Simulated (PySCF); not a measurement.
Isomers of C3H4O. All species are isolated molecules in the gas phase. One relaxed conformer stands for each flexible species; it need not be the lowest. Strings in code marks are SMILES.

These are PBE-D3(BJ)/def2-TZVP // B3LYP-D3(BJ)/def2-TZVP (PySCF) values and carry that method's errors. All candidates: neutral, multiplicity 1. 

- LUMO = -0.31 eV
- HOMO = -5.78 eV
- dipole moment = 1.59 D

Task: Name which member has these values.
A. `C=C1CO1`
B. `CC1=CO1`
C. `O=C1CC1`
D. `CC#CO`

Result: A, `C=C1CO1`. The others give `CC1=CO1`: -0.84 eV, -4.26 eV, 2.53 D; `CC#CO`: -0.35 eV, -5.44 eV, 1.50 D; `O=C1CC1`: -2.09 eV, -5.51 eV, 2.78 D
